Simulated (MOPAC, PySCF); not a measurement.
HF₂In, SMILES `[F][InH][F]`, neutral singlet in the gas phase. 

Cartesian coordinates (Å):
```xyz
4

F      1.5733    -0.9580    -0.0099
In    -0.0051     0.1662    -0.0003
F     -1.5126    -1.0512     0.0143
H     -0.0557     1.8430    -0.0041
```
Charge 0, spin multiplicity 1.

All levels are single points at this geometry (r2SCAN-D4/def2-TZVP); Pople sets use spherical d functions. Orbital energies aren't observables, and empty levels follow the basis.

```csv
level,HOMO (eV),LUMO (eV),gap (eV),dipole (D),"vertical IE, Delta-SCF (eV)"
PBE-D3(BJ)/def2-TZVP in PySCF,-8.23,-2.79,5.45,3.42,11.80
r2SCAN-D4/def2-TZVP in PySCF,-8.64,-2.48,6.16,3.55,12.03
BP86/6-31G* (LANL2DZ on In) in PySCF,-7.68,-2.19,5.48,2.99,–
M06-2X/6-31G* (LANL2DZ on In) in PySCF,-11.20,-0.96,10.24,3.50,–
SVWN5/6-31G* (LANL2DZ on In) in PySCF,-7.70,-2.23,5.48,3.08,–
HF/6-31G* (LANL2DZ on In) in PySCF,-13.75,0.79,14.54,3.94,–
AM1 in MOPAC,-11.88,-1.32,10.56,3.87,–
PM6 in MOPAC,-13.69,-0.07,13.62,4.02,–
PM7 in MOPAC,-13.21,-0.60,12.61,4.80,–
```
